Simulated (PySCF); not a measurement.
GeH, SMILES [GeH] (connectivity only; charge and spin as stated), neutral, multiplicity 2.

The structure is a stationary point at PBE0-D3(BJ)/def2-TZVPD.

The numbers are results of PBE/def2-TZVPD in PySCF, not measurements.

Gas-phase values at a fixed geometry.

Task: Estimate the frontier levels, dipole moment. (The exact figures need the calculation; the answer reports its results.)

Result: 
```
Item                                                              Result
-----------------------------------------------  -----------------------
α spin, highest occupied and lowest empty level       -4.27 and -4.08 eV
β spin, highest occupied and lowest empty level       -6.41 and -3.70 eV
dipole moment                                                     0.18 D
⟨S²⟩                                             0.753 (pure state 0.75)
```
